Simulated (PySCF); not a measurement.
Isomers of C6H6F3PS, mass 197.988 u with the commonest isotopes. Method: PBE0/pcSseg-1 in PySCF (dipole) on a GFN2-xTB geometry, gas phase. One conformer each, none proved a minimum here; rigid rotors.

Problem. Order these by rotational constant C, smallest first.
A. `FC(F)(c1pc(sc1C)C)F`
B. `[CH:1]#[C:2][CH2:3][P@@:4](=[S:5])([CH:6]=[CH2:7])[C:8]([F:9])([F:10])[F:11]` with C2–C3–P4–S5 -68°, C3–P4–C6–C7 -132°
C. `[F:1][C:2]([F:3])=[C:4]([F:5])[P@:6]1(=[S:7])[CH:8]=[CH:9][CH2:10][CH2:11]1` with C2–C4–P6–S7 75°, C4–P6–C8–C9 -95°, C8–C9–C10–C11 -16°, C9–C10–C11–P6 20°, C4–P6–C11–C10 88°

Solution. A (483.6 MHz), C (593.4 MHz), B (611.7 MHz).

Problem. Order these by dipole moment, largest first.
A. `[CH:1]#[C:2][CH2:3][P@@:4](=[S:5])([CH:6]=[CH2:7])[C:8]([F:9])([F:10])[F:11]` with C2–C3–P4–S5 -68°, C3–P4–C6–C7 -132°
B. `Cc1pc(C(F)(F)F)c(C)s1`
C. `[F:1][C:2]([F:3])=[C:4]([F:5])[P@:6]1(=[S:7])[CH:8]=[CH:9][CH2:10][CH2:11]1` with C2–C4–P6–S7 75°, C4–P6–C8–C9 -95°, C8–C9–C10–C11 -16°, C9–C10–C11–P6 20°, C4–P6–C11–C10 88°

Solution. C (4.97 D), A (3.78 D), B (3.53 D).

Problem. Order these by out-of-plane moment Σ m c² = (Ia + Ib − Ic)/2, smallest first.
A. `[CH:1]#[C:2][CH2:3][P@@:4](=[S:5])([CH:6]=[CH2:7])[C:8]([F:9])([F:10])[F:11]` with C2–C3–P4–S5 -68°, C3–P4–C6–C7 -132°
B. `C(F)(F)(c1c(C)sc(p1)C)F`
C. `[F:1][C:2]([F:3])=[C:4]([F:5])[P@:6]1(=[S:7])[CH:8]=[CH:9][CH2:10][CH2:11]1` with C2–C4–P6–S7 75°, C4–P6–C8–C9 -95°, C8–C9–C10–C11 -16°, C9–C10–C11–P6 20°, C4–P6–C11–C10 88°

Solution. B (46.94 u·Å²), C (184.73 u·Å²), A (207.66 u·Å²).

```
                    SMILES  point group  Ia (u·Å²)  Ib (u·Å²)  Ic (u·Å²)      κ  μa (D)  μb (D)  μc (D)
C#CC[P@@](=S)(C=C)C(F)(F)F           C1     468.57     772.88     826.13  -0.82    1.69    1.28    3.13
     Cc1pc(C(F)(F)F)c(C)s1      near Cs     348.64     790.18    1044.94  -0.68    2.97    1.90    0.03
 FC(F)=C(F)[P@]1(=S)C=CCC1           C1     476.00     745.06     851.60  -0.64    1.96    4.51    0.75
```
